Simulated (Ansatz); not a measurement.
Geometry optimisation, Ansatz 0.2.0, RHF/def2-SVP.

The input (input.yaml):

```yaml
crystal:
  periodic: [false, false, false]
  atoms:
    - { symbol: Ge, position_ang: [-0.348959, -0.203699, -0.893705] }
    - { symbol: H, position_ang: [-0.198197, 2.077317, 0.759927] }
    - { symbol: H, position_ang: [-0.366138, -1.246812, -2.015055] }
    - { symbol: H, position_ang: [-1.679315, 0.537343, -0.815092] }
    - { symbol: C, position_ang: [0.265743, -0.971451, 0.786658] }
    - { symbol: H, position_ang: [0.294097, 2.216941, 0.288329] }
    - { symbol: F, position_ang: [0.848535, 0.966664, -1.418092] }
    - { symbol: H, position_ang: [-0.12636, -1.982814, 0.892131] }
    - { symbol: H, position_ang: [-0.044126, -0.375454, 1.643538] }
    - { symbol: H, position_ang: [1.354821, -1.018134, 0.77136] }
basis:
  gaussian: { orbitals: def2-SVP }
hamiltonian:
  xc: hf
relax:
  f_tol: 0.03
  max_steps: 50
```

Run as:

```bash
$ ansatz run input.yaml --threads 2 --pin off --max-ram 3072MiB --backend cpu --events-out ev --progress --plain --runs-dir out
```

Problem. Where does it end, and by what steps?

Solution. The forces met the threshold. The force dipped under the threshold on the way, but the program's further checks kept it going. After 20 steps the energy has fallen by 0.232 eV; H2 moved furthest, 1.76 Å.

```csv
step,energy less start (eV),largest force component (eV/Å),accepted
0,0.0000,1.683,yes
1,-0.1303,0.165,yes
2,-0.1737,0.125,yes
3,-0.1947,0.133,yes
4,-0.2087,0.181,yes
5,-0.2154,0.267,yes
6,-0.2202,0.117,yes
7,-0.2233,0.112,yes
8,-0.2246,0.221,yes
9,-0.2261,0.121,yes
10,-0.2277,0.023,yes
11,-0.2282,0.135,yes
12,-0.2295,0.079,yes
13,-0.2301,0.015,yes
14,-0.2307,0.034,yes
15,-0.2291,0.226,no
16,-0.2313,0.047,yes
17,-0.2315,0.073,yes
18,-0.2317,0.054,yes
19,-0.2320,0.014,yes
20,-0.2323,0.023,yes
```

```xyz
10
Properties=species:S:1:pos:R:3
Ge -0.421 -0.540 -0.971
H 0.443 3.698 1.000
H 0.117 -1.260 -2.208
H -1.940 -0.374 -1.037
C 0.194 -1.323 0.698
H 0.431 3.152 0.489
F 0.233 1.070 -1.042
H -0.188 -2.339 0.807
H -0.153 -0.729 1.545
H 1.284 -1.356 0.720
```

Time of the run: 25 s on 2 threads of Arm Neoverse V1, with other jobs on the host, peak memory 0.18 GiB.
